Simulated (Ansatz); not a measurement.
Reactions of `C[CH2][SnH]([F])[F]`.

Computed with Ansatz on PBE0-D4/def2-TZVP structures; ΔE is electronic, products minus reactants. CCSD(T)/CBS adds triple-zeta CCSD(T) − MP2 to the extrapolated MP2 energy (def2 sets, frozen cores). This one scheme is used for every species, atoms too. Functionals use def2-TZVPP. B3LYP here is the variant with VWN-RPA as its local correlation; programs differ in this. Open shells (•) are unrestricted, without spin–orbit coupling. Spin–orbit coupling would lower the free atoms: a little for C, F; strongly for Sn. def2 core potentials past Kr. For Ga, Sn outer-core shells are correlated without core-valence functions, so the limit isn't a true one: a few kJ/mol of doubt a bond, and 10 to 20 or more in all where bonds break to atoms. Scalar relativity is left out up to krypton. Each species was taken in one conformer, which may not be the lowest.

```
                                                                           reaction  PBE-D4 (kJ/mol)  B3LYP-D4 (kJ/mol)  CCSD(T)/CBS(def2) (kJ/mol)
                         `C[CH2][SnH]([F])[F]` + HCl → `C[CH2][SnH]([F])[Cl]` + H–F              -32                -31                         -37
`C[CH2][SnH]([F])[F]` + `[OH][Ga]([F])[Cl]` → `CC[O][Ga]([F])[Cl]` + `[F][SnH2][F]`               76                 71                          84
                                     `C[CH2][SnH]([F])[F]` → `[F][SnH2][F]` + `C=C`              149                135                         145
                           `C[CH2][SnH]([F])[F]` + `CSS` → `CCSSC` + `[F][SnH2][F]`               22                 24                          29
                                   `C[CH2][SnH]([F])[F]` → 2 C• + 2 F• + 6 H• + Sn•             3985               3908                        3953
                                      `C[CH2][SnH]([F])[F]` → `C[CH2][Sn][F]` + H–F               79                 75                          90
                               `C[CH2][SnH]([F])[F]` + H₂ → `C[CH2][SnH2][F]` + H–F               54                 56                          51
                         `C[CH2][SnH]([F])[F]` + CH₃SH → `C[S][SnH]([F])[F]` + `CC`              -76                -76                         -71
                           `C[CH2][SnH]([F])[F]` + H₂O → `[OH][SnH]([F])[F]` + `CC`              -31                -36                         -30
                    `C[CH2][SnH]([F])[F]` + `N=C=O` → `O=C=[N][SnH]([F])[F]` + `CC`              -39                -48                         -49
```

Largest T1 diagnostic: 0.018, for `N=C=O`.
